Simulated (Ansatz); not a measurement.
Coupled-cluster diagnostics for Na8P⁻, Ansatz.

Geometry of the singlet (PBE0-D4/def2-SVPD):

Cartesian coordinates in Å:
```
P 1.214 1.338 -0.018
Na 0.207 -0.780 1.357
Na -0.710 2.850 1.105
Na -2.830 -2.789 -0.408
Na 0.549 -3.352 -1.627
Na -0.731 0.458 -1.695
Na -3.620 0.507 0.921
Na 2.842 -0.449 -1.212
Na 3.078 2.216 1.577
```

Correlated methods freeze 13 core orbitals; core or outer-core shells of Na are correlated, in sets that lack core-valence functions. Another isomer (singlet) lies 0.23 eV lower at PBE0-D4/def2-TZVPD; other spin states weren't run for this one.

(1) Estimate the CCSD(T) correlation energy, the shares of MP2 and (T), T1 and the reference's ⟨S²⟩ for: charge -1, singlet, own geometry in def2-SVPD; and the rough time on 4 threads of Arm Neoverse V1 on a shared host.

Answers

(1) 
```tsv
state	basis	correlation (eV)	MP2 share (%)	(T) share (%)	T1	⟨S²⟩ (pure)	wall time	remarks
charge -1, singlet, own geometry	def2-SVPD	-8.840	86.2	8.6	0.018	0.00 (0.00)	4.5 min	restricted SCF unstable
```
Customary marks for T1 are 0.02 (closed shells), 0.045 (open shells) and about 0.05 (3d metals). T1 stays under 0.02 throughout.
